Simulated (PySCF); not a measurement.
A structure optimised at TPSSh-D3(BJ)/def2-TZVP, used in a PySCF frequency run:

```
C
H 1 1.0991
H 1 1.0991 2 104.65
C 1 1.5412 2 109.04 3 116.54
H 4 1.0951 1 111.83 2 -177.00
H 4 1.0951 5 106.78 1 122.64
H 4 1.0971 5 106.74 6 113.89
Mg 1 2.1094 2 108.54 3 -115.75
H 8 1.7114 2 157.13 1 179.61
```
Charge 0, spin multiplicity 1.

### Question
Write its SMILES, formula and point group.

### Answer
C[CH2][MgH], C2H6Mg, Cs

### Question
What are its rotational constants (standard atomic weights)?

### Answer
30.667, 4.5014, 4.1227 GHz
